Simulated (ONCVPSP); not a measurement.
# Building the ONCV potential for Al (LDA (Perdew-Zunger), scalar-relativistic).

Al (Z = 13), optimised norm-conserving Vanderbilt (ONCV), made with ONCVPSP 4.0.1 (LDA (Perdew-Zunger), scalar-relativistic). Core [He], reference 2s2 2p6 3s2 3p1. Waves: 2s+3s: rc 1.10 bohr, ncon 4, nbas 8, qcut 14 1/bohr, 2 projectors; 2p+3p: rc 0.95 bohr, ncon 4, nbas 8, qcut 16.3 1/bohr, 3 projectors, debl 0.5 Ha. Local part: polynomial inside 0.85 bohr (lpopt 5, dvloc0 0 Ha). Core correction: polynomial model core, fcfact 0.65.

All-electron outer shells of the reference configuration (LDA (Perdew-Zunger), scalar-relativistic, ld1.x):

| shell | level (eV) | outermost node (bohr) | outermost maximum (bohr) |
| --- | --- | --- | --- |
| 1s | -1504.30 | – | 0.08 |
| 2s | -107.50 | 0.17 | 0.50 |
| 2p | -69.71 | – | 0.43 |
| 3s | -7.84 | 0.80 | 2.06 |
| 3p | -2.79 | 0.82 | 2.64 |

Results:

```json
{"Cutoffs needed": "94 Ha and 108 Ha (the cutoffs (Ha) at which the residual kinetic energy of the hardest occupied pseudo-wave falls to 1 and 0.1 mHa per electron)", "Ghost test": "no bound ghost flagged; no localised positive-energy state flagged", "Configuration tests": "1 of 4 tests not solved or not reliable", "rms error of d²Exc/dni dnj": "2.20 mHa without and 1.33 mHa with the model core"}
```

Generation and tests took about 2.8 s on one core of a shared server CPU.
